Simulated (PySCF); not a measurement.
C4H6OSi, SMILES o1cccc1[SiH3].

Geometry: ωB97X-D3(BJ)/def2-SVP.

Computed with PySCF with M06-2X/def2-TZVP.

The molecule is in vacuum.

Computed frontier levels, gap, dipole moment and polarisability:
```yaml
highest_occupied_level: -7.85 eV
lowest_empty_level: 0.58 eV
orbital_gap: 8.43 eV
dipole_moment: 0.93 D
quadrupole, principal values (traceless, Buckingham form, about the centre of nuclear charge): -6.13, 0.69, 5.45 D·Å
mean_static_polarisability: 73.4 bohr³ (10.87 Å³)
polarisability_principal_values: 52.1, 72.2, 95.8 bohr³
```
